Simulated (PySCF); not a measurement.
C₃H₆. Atoms are numbered in the order given.

```xyz
9

C      0.8643     0.0000     0.0000
C     -0.4322    -0.7485     0.0000
C     -0.4322     0.7485     0.0000
H      1.4516     0.0000     0.9097
H      1.4516     0.0000    -0.9097
H     -0.7258    -1.2571    -0.9097
H     -0.7258    -1.2571     0.9097
H     -0.7258     1.2571     0.9097
H     -0.7258     1.2571    -0.9097
```

Coordinates come from a PBE0-D3(BJ)/def2-TZVP optimisation.

These are PBE0/pcSseg-1 run with PySCF values and carry that method's errors.

GIAO shieldings, no solvent; atoms alike by connectivity are averaged. δ = σ(ref) − σ: ¹³C against TMS (σ = 186.3 ppm); ¹H against TMS (σ = 31.56 ppm), references at their B3LYP-D3(BJ)/def2-TZVP geometries, non-relativistic.

Computed chemical shifts:
```
nucleus                   atoms  count  δ (ppm)
-------  ----------------------  -----  -------
¹³C                  C1, C2, C3      3     -1.3
¹H       H4, H5, H6, H7, H8, H9      6     0.20
```
